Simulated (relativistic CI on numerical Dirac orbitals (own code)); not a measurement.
Mn⁺ in a cubic cluster: L2,3 absorption with charge transfer

Computed with a charge-transfer multiplet model of a cubic metal-ligand cluster with up to 2 ligand holes, Slater and spin-orbit integrals from Dirac-Coulomb-Breit ions, Slater integrals scaled by 0.9. The parameters are those of a tetrahedral site (10Dq negative, t2 hopping the larger). The ground state mixes d6 with configurations of k ligand holes L, whose averages lie at kΔ + k(k − 1)U_dd/2; a core hole lowers each added d electron by U_cd. 300 K, Lorentzian 0.4 eV and Gaussian 0.3 eV FWHM.

Atomic integrals in eV (Slater integrals scaled, ζ unscaled), ground: F2dd 8.104, F4dd 4.987, zeta_d 0.031; with the core hole: F2dd 8.909, F4dd 5.495, zeta_d 0.046, zeta_core 6.798, F2cd 5.118, G1cd 3.719, G3cd 2.111.

Cluster parameters (eV): U_dd = 5.8, U_cd = 7.4, 10Dq = -0.45, 10Dq(ligand) = 0, V(eg) = 0.72, V(t2g) = -1.23, final-state hopping factor = 1.

| Case | n_d | d6 | d7L | d8L2 | S |
| --- | --- | --- | --- | --- | --- |
| Δ = 5.3 eV | 6.09 | 0.91 | 0.09 | 0.00 | 2.00 |
| Δ = 6.3 eV | 6.07 | 0.93 | 0.07 | 0.00 | 2.00 |
| Δ = 8.3 eV | 6.05 | 0.95 | 0.05 | 0.00 | 2.00 |
| Δ = 10.3 eV | 6.03 | 0.97 | 0.03 | 0.00 | 2.00 |
| Δ = 11.3 eV | 6.03 | 0.97 | 0.03 | 0.00 | 2.00 |

Weights, n_d and S are thermal averages at 300 K. Photon energies count from the first peak over 30 % of the highest in each spectrum, which can be another peak from case to case. The parameters are a model scan and need not match a compound or its usual spin state. Peaks in eV (height, largest 100):
- Δ = 5.3 eV: -1.7 (11), 0.0 (100), 0.4 (97), 2.4 (33), 3.7 (14), 10.3 (28), 10.6 (29), 11.4 (30), 13.3 (11)
- Δ = 6.3 eV: 0.0 (100), 0.4 (97), 1.1 (59), 2.5 (34), 3.7 (14), 10.5 (29), 11.3 (29), 13.3 (11)
- Δ = 8.3 eV: 0.0 (100), 0.4 (97), 1.2 (59), 2.6 (34), 3.9 (14), 10.6 (29), 11.4 (30), 12.5 (11), 13.4 (11)
- Δ = 10.3 eV: 0.0 (100), 0.4 (98), 1.2 (60), 2.6 (34), 3.9 (14), 10.5 (29), 11.3 (30), 12.5 (11), 13.5 (11)
- Δ = 11.3 eV: 0.0 (100), 0.4 (98), 1.2 (60), 2.6 (34), 3.9 (14), 10.6 (30), 11.3 (29), 13.5 (10)

For the case Δ = 8.3 eV, Δ = 8.3 eV is larger than U_dd = 5.8 eV, the Mott-Hubbard side of the Zaanen-Sawatzky-Allen scheme. With the core hole the configuration with one ligand hole lies at Δ + U_dd − U_cd = 3.7, 4.7, 6.7, 8.7, 9.7 eV from the one without, in the order of the table; where this is negative the screened configuration lies lower.
